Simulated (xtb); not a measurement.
Species: C$_{3}$H$_{6}$Si, SMILES `[SiH3]C1C=C1` (charge 0, multiplicity 1).

Question: Give a relaxed geometry from xtb with GFN2-xTB.

Answer: the end point of this relaxation (outside a Z-matrix the atoms follow the SMILES, hydrogens last).
Bonds (Å): Si1–C2 1.886, Si1–H5 1.465, Si1–H6 1.464, Si1–H7 1.465, C2–C3 1.514, C2–C4 1.514, C2–H8 1.093, C3–C4 1.293, C3–H9 1.062, C4–H10 1.062. Bond angles (°): C2–Si1–H5 109.5, C2–Si1–H6 108.8, C2–Si1–H7 109.5, H5–Si1–H6 109.9, H5–Si1–H7 109.2, H6–Si1–H7 109.9, Si1–C2–C3 122.0, Si1–C2–C4 122.0, Si1–C2–H8 115.3, C3–C2–C4 50.6, C3–C2–H8 115.8, C4–C2–H8 115.8, C2–C3–C4 64.7, C2–C3–H9 144.1, C4–C3–H9 151.2, C2–C4–C3 64.7, C2–C4–H10 144.1, C3–C4–H10 151.2.
